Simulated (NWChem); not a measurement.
System: C₂H₇FOSi; SMILES C[Si](C)(O)F

Input file for NWChem:

```
start job
memory heap 200 mb stack 900 mb global 1100 mb
geometry units angstroms noautosym nocenter noautoz
  C     -1.034032     0.002240     1.593061
  Si    -0.019724     0.086709     0.031720
  C     -1.039390     0.090799    -1.540247
  O      0.929157     1.444133     0.161136
  F      0.944060    -1.219530    -0.046972
  H     -1.704451     0.865839     1.669101
  H     -0.386461     0.001827     2.476469
  H     -1.646692    -0.905900     1.621266
  H     -0.407282     0.138412    -2.435170
  H     -1.719974     0.949820    -1.564714
  H     -1.645273    -0.819711    -1.617536
  H      1.496386     1.648693    -0.595237
end
basis spherical
  * library def2-svp
end
dft
  xc b3lyp
  iterations 150
end
cosmo
  do_cosmo_smd true
  solvent water
end
task dft energy
```

All runs use the structure optimised with B3LYP/6-31G* (spherical d). Solvent: water.

Level: B3LYP/def2-SVP with SMD (1 M gas to 1 M solution), gas-phase geometry. Reactions with the solvent are ignored.

Task: What results follow from this input? (B3LYP/def2-SVP, SMD on the gas-phase geometry.) Quantities: solvation free energy (kcal/mol); cavity-dispersion-structure term (kcal/mol); dipole in solution (D).

Result: 
- solvation free energy (kcal/mol) = -3.4
- cavity-dispersion-structure term (kcal/mol) = 4.2
- dipole in solution (D) = 2.13
